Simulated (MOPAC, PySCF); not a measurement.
C₅H₁₀, SMILES `CCC1CC1` (C–C–C–C torsion 155°), neutral singlet in the gas phase. 

Cartesian coordinates (Å):
```xyz
15

C      1.9736     0.3637    -0.0588
C      0.7547    -0.2021     0.6704
C     -0.3913    -0.5136    -0.2638
C     -1.8049    -0.5223     0.2462
C     -1.3408     0.5810    -0.6693
H      2.7851     0.5891     0.6378
H      2.3533    -0.3499    -0.7957
H      1.7156     1.2836    -0.5900
H      1.0389    -1.1092     1.2162
H      0.4095     0.5158     1.4234
H     -0.1611    -1.2454    -1.0330
H     -1.9611    -0.2781     1.2906
H     -2.4940    -1.2583    -0.1488
H     -1.1854     1.5624    -0.2358
H     -1.7162     0.5954    -1.6848
```
Charge 0, spin multiplicity 1.

All levels are single points at this geometry (TPSSh-D3(BJ)/def2-TZVP); Pople sets use spherical d functions. Orbital energies aren't observables, and empty levels follow the basis.

| level | HOMO (eV) | LUMO (eV) | gap (eV) | dipole (D) | vertical IE, Delta-SCF (eV) |
|---|---|---|---|---|---|
| PBE-D3(BJ)/def2-TZVP in PySCF | -6.59 | 0.66 | 7.25 | 0.12 | – |
| TPSSh-D3(BJ)/def2-TZVP in PySCF | -7.13 | 1.22 | 8.35 | 0.11 | – |
| B3LYP/3-21G in PySCF | -7.52 | 3.30 | 10.82 | 0.08 | – |
| B3LYP/6-311+G** in PySCF | -7.66 | 0.24 | 7.90 | 0.12 | – |
| B3LYP/6-31G* in PySCF | -7.39 | 2.74 | 10.12 | 0.09 | 9.79 |
| M06-2X/6-31G* in PySCF | -8.88 | 3.87 | 12.75 | 0.09 | – |
| PBE/6-31G* in PySCF | -6.29 | 2.11 | 8.40 | 0.09 | 9.54 |
| SVWN5/6-31G* in PySCF | -6.39 | 1.90 | 8.29 | 0.10 | 9.67 |
| HF/3-21G in PySCF | -10.87 | 7.32 | 18.18 | 0.07 | – |
| HF/6-31G* in PySCF | -10.80 | 6.51 | 17.31 | 0.08 | 9.23 |
| HF/STO-3G in PySCF | -9.81 | 13.28 | 23.09 | 0.11 | – |
| AM1 in MOPAC | -10.89 | 3.00 | 13.89 | 0.09 | – |
| PM7 in MOPAC | -10.88 | 2.55 | 13.43 | 0.29 | – |
